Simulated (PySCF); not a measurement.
Species: C6H11NO.
Atom-mapped SMILES: `[CH3:1][CH2:2][O:3][C@H:4]([C:5]#[N:6])[CH2:7][CH3:8]` (hydrogens: H9, H10, H11 on C1; H12, H13 on C2; H14 on C4; H15, H16 on C7; H17, H18, H19 on C8)

Method: PBE0-D3(BJ)/def2-SVP geometry optimisation, gas phase in PySCF 2.14.0; density fitting, grid level 1; the optimiser is geomeTRIC in internal coordinates, started from a GFN2-xTB structure.

Step 1: E = -9919.2096 eV
```
atom  x, y, z in Å  |  force x, y, z in eV/Å
C1     -3.7406   -1.3543   -0.5640   -0.196   0.029   0.026
C2     -2.7606   -0.2286   -0.3774    0.148   0.155   0.000
O3     -1.4880   -0.7489   -0.0563   -0.227   0.021   0.095
C4     -0.5440    0.2157    0.2768    0.280   0.024  -0.007
C5     -0.1751    1.0155   -0.9139   -0.008  -0.049  -0.052
N6      0.0998    1.5910   -1.8792    0.006   0.073   0.007
C7      0.6742   -0.5073    0.8484   -0.171  -0.149  -0.081
C8      1.8622    0.3686    1.1836    0.119  -0.010   0.046
H9     -3.8099   -1.9733    0.3435    0.029   0.013  -0.021
H10    -4.7371   -0.9280   -0.7666    0.047  -0.099  -0.011
H11    -3.4641   -2.0026   -1.4080    0.057   0.024   0.008
H12    -3.0909    0.4482    0.4389   -0.033  -0.051  -0.048
H13    -2.6912    0.3886   -1.2965   -0.030  -0.034   0.046
H14    -0.9399    0.9313    1.0299   -0.043  -0.033  -0.021
H15     0.9444   -1.2756    0.1042    0.049   0.025   0.064
H16     0.3117   -1.0458    1.7396    0.045  -0.008  -0.044
H17     1.6396    1.0837    1.9916   -0.028   0.002  -0.027
H18     2.2133    0.9405    0.3102   -0.027  -0.013   0.005
H19     2.6991   -0.2628    1.5210   -0.017   0.081   0.014
```

Step 2: E = -9919.2229 eV
```
atom  x, y, z in Å  |  force x, y, z in eV/Å
C1     -3.7426   -1.3471   -0.5611   -0.072   0.003  -0.005
C2     -2.7727   -0.2107   -0.3679    0.083   0.028  -0.014
O3     -1.5040   -0.7406   -0.0477   -0.085  -0.014   0.039
C4     -0.5323    0.2045    0.2690    0.050   0.041   0.016
C5     -0.1643    1.0070   -0.9218   -0.005  -0.090  -0.044
N6      0.1094    1.5955   -1.8799   -0.008   0.044   0.029
C7      0.6803   -0.5268    0.8419   -0.093  -0.048  -0.051
C8      1.8570    0.3669    1.1825    0.028   0.008   0.021
H9     -3.8034   -1.9681    0.3447    0.019  -0.002  -0.002
H10    -4.7463   -0.9508   -0.7761    0.009  -0.017  -0.011
H11    -3.4373   -1.9871   -1.4013    0.028  -0.007   0.007
H12    -3.1144    0.4603    0.4461    0.017  -0.009   0.014
H13    -2.7057    0.4048   -1.2861    0.002   0.007   0.011
H14    -0.9216    0.9227    1.0221    0.030   0.024   0.008
H15     0.9659   -1.2965    0.1072    0.020   0.018  -0.006
H16     0.3196   -1.0641    1.7329    0.004  -0.014  -0.011
H17     1.6082    1.0879    1.9770   -0.017   0.015  -0.013
H18     2.2033    0.9355    0.3057   -0.003  -0.001  -0.002
H19     2.7039   -0.2374    1.5387   -0.007   0.012   0.014
```

Question: Estimate the geometry and energy of step 3. (The exact step hangs on the optimiser's Hessian estimate; all steps are aligned on step 2, rigid shifts and turns removed.)

Answer: E = -9919.2265 eV, largest force 0.063 eV/Å
```
atom  x, y, z in Å  |  force x, y, z in eV/Å
C1     -3.7406   -1.3387   -0.5624    0.001   0.011  -0.012
C2     -2.7728   -0.2005   -0.3553   -0.024  -0.038  -0.026
O3     -1.5128   -0.7424   -0.0318    0.016  -0.006   0.034
C4     -0.5269    0.1941    0.2672   -0.039   0.012   0.003
C5     -0.1667    0.9896   -0.9303    0.003  -0.053  -0.033
N6      0.0991    1.5871   -1.8851   -0.008   0.019   0.024
C7      0.6819   -0.5409    0.8345    0.026   0.010   0.008
C8      1.8473    0.3685    1.1802   -0.009  -0.002   0.012
H9     -3.8027   -1.9628    0.3409    0.001  -0.003   0.005
H10    -4.7451   -0.9550   -0.7910   -0.006   0.015  -0.007
H11    -3.4136   -1.9737   -1.3984    0.004  -0.010   0.006
H12    -3.1155    0.4663    0.4611    0.002   0.001   0.020
H13    -2.6973    0.4191   -1.2694   -0.003   0.019  -0.005
H14    -0.8999    0.9204    1.0212    0.026   0.025  -0.001
H15     0.9779   -1.3083    0.1021    0.008   0.021  -0.029
H16     0.3231   -1.0798    1.7248   -0.005  -0.019  -0.001
H17     1.5759    1.0943    1.9630   -0.004   0.012  -0.006
H18     2.1922    0.9351    0.3017    0.010  -0.003  -0.003
H19     2.6996   -0.2166    1.5529    0.001  -0.011   0.013
```

The energy changes by -0.0037 eV. The first-order estimate −F·Δx gives -0.0069 eV and the mean of the old and new forces, exact on a quadratic surface, -0.0043 eV. The step makes an angle of 70° with the force vector and moves no atom by more than 0.036 Å.

What follows is the cost of the whole optimisation. The run took about 4 min of CPU time (one thread, shared machine).
